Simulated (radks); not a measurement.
Results of a calculation; reference values are marked as such.
Spherical quantum dot in the effective-mass picture: electrons in a hard-walled sphere of radius 8.16, with a point charge +2 (a donor) at the centre, all in effective atomic units (hartree* = m*/eps^2 hartree, bohr* = eps/m* bohr), one dielectric constant everywhere. Level of theory: non-relativistic Kohn-Sham, exchange-only LDA, spin-polarised, spherical densities (a radial shooting solver with Libxc functionals). Levels are named by radial order and angular momentum (1s, 1p, 1d, 2s, ...), and open shells are averaged over m. Results are scaled to m* = 0.535 and eps = 16.8, for which hartree* = 51.58 meV and bohr* = 1.662 nm.

N = 5, configuration 1s2 1p(up 2, down 0) 2s(up 1, down 0). This is the lowest configuration that the search found. Occupied and some empty levels:

| level | occupation | eigenvalue (meV) | <r> (nm) |
|---|---|---|---|
| 1s up | 1 | 5.5995 | 1.683 |
| 1s down | 1 | 6.0545 | 1.629 |
| 2s up | 1 | 25.304 | 8.376 |
| 1p up | 2 | 27.155 | 8.521 |
| 1d up | 0 | 31.596 | 9.115 |
| 2s down | 0 | 32.285 | 8.286 |
| 1p down | 0 | 34.135 | 8.376 |
| 1f up | 0 | 37.184 | 9.523 |
| 1d down | 0 | 38.737 | 9.175 |
| 2p up | 0 | 42.881 | 6.925 |
| 1g up | 0 | 43.870 | 9.843 |
| 1f down | 0 | 44.254 | 9.621 |
| 2p down | 0 | 47.566 | 6.723 |
| 1g down | 0 | 50.800 | 9.945 |

Energy (meV): total -96.0918, kinetic 162.99, external -404.55, Hartree 208.30, exchange-correlation -62.830.

Electron density:

| r (nm) | n(r) (e/nm^3) |
|---|---|
| 0.275 | 0.3946 |
| 0.956 | 0.08709 |
| 1.64 | 0.02230 |
| 2.32 | 0.006437 |
| 3.00 | 0.002125 |
| 3.68 | 0.0009085 |
| 4.36 | 0.0005879 |
| 5.04 | 0.0005424 |
| 5.72 | 0.0005770 |
| 6.40 | 0.0006233 |
| 7.08 | 0.0006524 |
| 7.76 | 0.0006502 |
| 8.44 | 0.0006109 |
| 9.12 | 0.0005353 |
| 9.80 | 0.0004318 |
| 10.5 | 0.0003138 |
| 11.2 | 0.0001988 |
| 11.8 | 0.0001024 |
| 12.5 | 0.00003602 |
| 13.2 | 3.994e-06 |
